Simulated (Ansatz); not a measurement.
Ansatz (a quantum-chemistry and plane-wave program) job for CH₇ClOSi₂, SMILES C[SiH2][Si@H](Cl)O, CAM-B3LYP/def2-TZVPD. Geometry: ωB97X-D3(BJ)/def2-SVP. The structure was generated by enumeration; whether it is a known compound was not checked. The values are those of a single conformer.

Ansatz 0.2 input:
```yaml
crystal:
  periodic: [false, false, false]
  atoms:
    - {symbol: C, position_ang: [1.62284020, 0.30105324, -2.43072826]}
    - {symbol: Si, position_ang: [0.42036613, -0.70791030, -1.38966196]}
    - {symbol: Si, position_ang: [0.18398414, 0.26012497, 0.70631341]}
    - {symbol: O, position_ang: [-0.18392209, 1.86052644, 0.43367162]}
    - {symbol: Cl, position_ang: [-1.37428832, -0.68721133, 1.70724382]}
    - {symbol: H, position_ang: [1.69408296, -0.09463285, -3.45581143]}
    - {symbol: H, position_ang: [1.28212158, 1.34704177, -2.48303167]}
    - {symbol: H, position_ang: [2.63114079, 0.29095274, -1.98759074]}
    - {symbol: H, position_ang: [0.89587599, -2.11380962, -1.21544691]}
    - {symbol: H, position_ang: [-0.93475984, -0.74416322, -2.01513260]}
    - {symbol: H, position_ang: [1.36172809, 0.14362409, 1.61409189]}
    - {symbol: H, position_ang: [-0.29385644, 2.43204306, 1.20165310]}
basis:
  gaussian:
    orbitals: def2-TZVPD
hamiltonian:
  xc: {name: CAM-B3LYP}
```

It prints:

```
WARN ansatz: RAYON_NUM_THREADS=2 ignored (pool sized by the plan → 2); use --threads N
Functional definition: CAM-B3LYP
integrals: 0.36 GiB planned
1579 factors; their error is unknown
integrals: 0.40 GiB planned
628 factors; integrals over basis functions are off by at most 3.8e-5 eV
mean field: 2.80 GiB planned
mean field evaluation 1: about -31473.0174 eV, gradient 6.5e1 eV
mean field evaluation 2: about -31468.2407 eV, gradient 8.3e1 eV
mean field evaluation 4: about -31480.7228 eV, gradient 3.1e0 eV
mean field evaluation 8: about -31480.7417 eV, gradient 1.5e-1 eV
mean field evaluation 16: about -31480.7586 eV, gradient 1.5e-4 eV
mean field -31480.75860543 eV, -1156.8965403248 hartree, gradient 4.9e-5 eV, S^2 0.000000; 0 other end points of the search recorded, 0 dependent functions left out
reference -31480.75877850 eV, -1156.8965466851 hartree; 33, 33 occupied and 239, 239 virtual orbitals, 1579 factors
Total energy: -31480.75877850 eV, -1156.8965466851 hartree
```

Self-consistency was reached.
